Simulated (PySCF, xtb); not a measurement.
Mg(H)(SH) (H2MgS), SMILES [MgH][SH].

xtb with GFN2-xTB at its own geometry gives an orbital gap of 2.77 eV and a dipole moment of 3.21 D.

Geometry optimised at B3LYP-D3(BJ)/def2-TZVP.

### Question
What does B3LYP/def2-TZVPD (PySCF) give? (Estimate from the structure and the level; the computed values follow.)

### Answer
gap 5.63 eV (levels -6.85 and -1.22 eV), dipole 1.21 D.
